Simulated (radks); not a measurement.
Polarisabilities and homonuclear dispersion coefficients (atomic units). All-electron calculation, non-relativistic Kohn-Sham, LDA (Slater exchange, VWN5 correlation), spin-polarised, spherical densities, point nucleus; open shells are filled with parallel spins first (spin-orbit coupling, left out, can overturn this in heavy ions). Program: a radial shooting solver on a logarithmic mesh with Libxc functionals. Response by self-consistent Sternheimer equations with the Hartree and adiabatic LDA kernel. For heavy and open-shell atoms this level of theory can miss by tens of per cent. "Uncoupled" leaves out the induced potential. Quadrupole and octupole values are given only where no p, d or f shell is open. The Sternheimer factor gamma scales a distant field gradient at the nucleus by 1 - gamma.

species      configuration  alpha1 (bohr^3)  alpha1, uncoupled  alpha2 (bohr^5)  alpha3 (bohr^7)     C6     C8  Sternheimer gamma  recommended alpha1
Cd           [Kr] 4d10 5s2            52.78              100.4            527.2             9444  480.7  26590              -20.6            46 +/- 2
Tc            [Kr] 4d5 5s2            84.98              165.5                -                -  970.2      -                  -           79 +/- 10
Xe2+     [Kr] 4d10 5s2 5p4            13.22              22.78                -                -  95.20      -                  -                   -
Sr2+                  [Kr]            5.996              9.539            18.66            119.3  29.91  520.4              -39.8                   -
Ge3+         [Ar] 3d10 4s1            6.013              8.036            11.68            50.45  14.48  182.5              -6.92                   -
Si+           [Ne] 3s2 3p1            18.89              31.23                -                -  98.95      -                  -                   -
C3+               [He] 2s1            3.008              3.552            1.702            4.275  2.315  11.13              0.277                   -
Xe+      [Kr] 4d10 5s2 5p5            18.56              31.46                -                -  162.2      -                  -                   -

Recommended values: Schwerdtfeger and Nagle, table of static dipole polarisabilities (2023 update), measured or computed.

Beside tabulated values, note that relativity, absent from the non-relativistic runs, is large for the heavy elements.
